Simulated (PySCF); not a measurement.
## Cu⁺: excitation energy

Cu⁺ [Ar] 3d10 (1S) → Cu⁺ [Ar] 3d9 4s1 (3D), as a difference of total energies. Calculation: PySCF 2.14, in x2c-QZVPPall; the spin-free X2C one-electron Hamiltonian (Gaussian nucleus). Correlated levels: valence: [Ar] frozen; valence and next inner shell: [Ne] frozen. The calculations carry no spin-orbit coupling.

Order these methods by the excitation energy they give, lowest first.
A. MP2 (valence)
B. SCS-MP2 (valence and next inner shell)
C. r2SCAN
D. UHF

D (0.651 eV), C (2.236 eV), A (3.419 eV), B (3.541 eV).

Errors of the correlated levels include the incompleteness of this basis and the frozen core.

The basis was made for the ground configuration and has no added diffuse functions, so the excitation energy can come out too high.

For comparison: 2.808 eV (measured; NIST levels, between the centres of gravity of the two terms).
